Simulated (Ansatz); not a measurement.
C2H3BClFO, SMILES `C=COB(F)Cl`, relaxed with RKS PBE-D4/def2-SVP in Ansatz 0.2.0 from a rough embedded geometry. The force threshold is 0.03 eV/Å; the program also tests the step.

Charge 0, multiplicity 1.

Start:

```xyz
9

C    -0.810    0.704   -1.088
C    -0.467   -0.590   -0.803
O     0.094   -1.050    0.423
B     0.908   -0.206    1.340
F     1.349    1.107    1.056
Cl    1.457   -1.029    2.952
H    -1.230    0.966   -1.992
H    -0.638    1.458   -0.292
H    -0.662   -1.360   -1.594
```

| step | energy (eV) | largest force (eV/Å) | largest move (Å) |
| --- | --- | --- | --- |
| 1 | -20065.0411 | 3.747 | 0.000 |
| 2 | -20065.7224 | 1.485 | 0.143 |
| 3 (rejected) | -20065.6962 | 1.743 | 0.195 |
| 4 | -20065.8623 | 0.577 | 0.097 |
| 5 | -20065.9009 | 0.187 | 0.082 |
| 6 | -20065.9047 | 0.088 | 0.020 |
| 7 | -20065.9058 | 0.043 | 0.015 |
| 8 | -20065.9060 | 0.044 | 0.015 |
| 9 | -20065.9063 | 0.028 | 0.039 |

End:

```xyz
9

C    -0.779    0.722   -1.056
C    -0.432   -0.535   -0.745
O     0.152   -0.974    0.423
B     0.889   -0.260    1.314
F     1.214    1.019    1.123
Cl    1.446   -1.069    2.776
H    -1.264    0.904   -2.026
H    -0.605    1.577   -0.389
H    -0.621   -1.386   -1.420
```

Hardware: 4 threads of an Arm Neoverse V1 on a shared host. Wall time 13 s, peak host memory 0.18 GiB.
